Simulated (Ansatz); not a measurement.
`[CH3][Ge]([F])([F])[Br]` + CH₃SH → `C[S][Ge]([CH3])([F])[F]` + HBr at 700 K and 1 bar (ligand exchange at a Ge–Br bond).

Gas-phase electronic energies from Ansatz, PBE0-D4/def2-TZVP geometries. CCSD(T)/CBS is the MP2 limit (def2-TZVPP, def2-QZVPP) plus CCSD(T) − MP2 in def2-TZVPP, frozen cores. This one scheme is used for every species. For Br, Ge outer-core shells are correlated without core-valence functions, which leaves a few kJ/mol of doubt a bond. Scalar relativity is left out up to krypton. One conformer a species, not always the lowest.

```json
{"species": "`[CH3][Ge]([F])([F])[Br]`", "CCSD(T)/CBS energy (Eh)": "-4889.01358", "H − E (kJ/mol)": "183.9", "S (J/(mol·K))": "473.3"}
{"species": "CH₃SH", "CCSD(T)/CBS energy (Eh)": "-438.22835", "H − E (kJ/mol)": "160.2", "S (J/(mol·K))": "309.0"}
{"species": "`C[S][Ge]([CH3])([F])[F]`", "CCSD(T)/CBS energy (Eh)": "-2753.31091", "H − E (kJ/mol)": "308.5", "S (J/(mol·K))": "553.2"}
{"species": "HBr", "CCSD(T)/CBS energy (Eh)": "-2573.91920", "H − E (kJ/mol)": "36.5", "S (J/(mol·K))": "223.7"}
```

H − E and S are ideal-gas, rigid-rotor, harmonic terms from PBE0-D4/def2-TZVP, for one conformer and one mirror image of each species. 1 Eh = 2625.50 kJ/mol, R = 8.31446 J/(mol·K).

Q: By hand: ΔE, ΔH, ΔS and ΔG.

A: ΔE = (-2753.31091) + (-2573.91920) − (-4889.01358) − (-438.22835) = 0.01182 Eh = 31.0 kJ/mol. Δ(H − E) = 308.5 + 36.5 − 183.9 − 160.2 = 0.9, so ΔH = 31.9 kJ/mol. ΔS = 553.2 + 223.7 − 473.3 − 309.0 = -5.4 J/(mol·K). ΔG = 31.9 − 700 × (-5.4)/1000 = 35.7 kJ/mol.

Q: By hand: the equilibrium constant, and the temperature at which ΔG would vanish if ΔH and ΔS stayed fixed.

A: log₁₀ K = −ΔG/(RT ln 10) = -2.7. ΔH and −TΔS have one sign here, so there is no such temperature.

The number of gas molecules stays the same, so ΔS is small and ΔH decides. A doubt of 5 kJ/mol in ΔE shifts log₁₀ K by 0.4 here. Other conformers and mirror images would add mixing entropy, several J/(mol·K) or more a flexible species. Modes under 60 cm⁻¹, often nearly free rotors, make the harmonic entropy too high. These are equilibria of isolated gas molecules and say nothing of rates. Largest T1 diagnostic: 0.011 (customary marks: 0.02 for closed shells, 0.045 for open ones).

ΔS is within the doubt of such terms, so its sign, and with it that verdict, could turn.
